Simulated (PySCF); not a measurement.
The vertical singlet excitations below were computed for one of the candidates. Theory: TDDFT CAM-B3LYP/def2-SVPD, vertical, gas phase, core orbitals frozen in the response (PySCF 2.14.0, density-fitted response routines). Geometries: PBE0-D3(BJ)/def2-SVP, one conformer each.

```
state  ν̃ (cm⁻¹)       f  main configurations (H = HOMO, L = LUMO)
   S1      62280   0.011       H-1/H→L (≥63%), H-1/H→L+1/L+2 (≥9%)
   S2      62300   0.011      H-1/H→L (≥62%), H-1/H→L+1/L+2 (≥10%)
   S3      63830  0.0018                      H-1/H→L+1/L+2 (≥84%)
   S4      65840  0.0048                      H-1/H→L+1/L+2 (≥82%)
   S5      66600   0.019      H-1/H→L+1/L+2 (≥42%), H-1/H→L (≥18%)
   S6      66630   0.018      H-1/H→L+1/L+2 (≥42%), H-1/H→L (≥18%)
   S7      69550  0.0059      H-1/H→L+3 (≥41%), H-2→L+1/L+2 (≥33%)
   S8      69560  0.0007      H-1/H→L+3 (≥60%), H-2→L+1/L+2 (≥19%)
   S9      69660   0.042      H-1/H→L+3 (≥35%), H-2→L+1/L+2 (≥34%)
  S10      69680   0.047      H-2→L+1/L+2 (≥45%), H-1/H→L+3 (≥17%)
```

Orbital energies (eV): HOMO-3 -10.98, HOMO-2 -9.81, HOMO-1 -9.23, HOMO -9.23, LUMO 1.40, LUMO+1 1.57, LUMO+2 1.57.

Question: Which candidate is it?
A. `COC[C@H](C)[SiH3]`
B. `CCCCO[SiH3]`
C. `[H][Si](CC)(CC)CC`

Answer: C. Its S1, at 7.72 eV, is the highest among the candidates; the nearest of the others has S1 at 7.23 eV. Löwdin shares by element: HOMO (one of a set within 0.03 eV) carbon 46% or more, silicon 19% (atoms not listed hold the other 35%); LUMO carbon 23% or more, silicon 11% (atoms not listed hold the other 65%). At the same level the other candidates give, for their lowest levels:
- `CCCCO[SiH3]`: 7.12 eV (f 0.002); 7.91 eV (f 0.016); 8.05 eV (f 0.056); 8.25 eV (f 0.005); 8.51 eV (f 0.005); T1 6.80 eV; HOMO -9.45, LUMO 1.14 eV
- `COC[C@H](C)[SiH3]`: 7.23 eV (f 0.031); 7.86 eV (f 0.003); 8.07 eV (f 0.005); 8.19 eV (f 0.020); 8.47 eV (f 0.015); T1 7.03 eV; HOMO -9.04, LUMO 1.20 eV

Orbitals of the list HOMO-3 to LUMO+2 that lie within 0.01 eV of each other are written together with a slash and their weights summed (≥ marks a lower bound); for degenerate orbitals outside that list single weights are arbitrary.
Triplets come from the Tamm–Dancoff approximation.

Without π bonds the low states are Rydberg-like; a valence basis with one diffuse set may place them up to an eV too high.
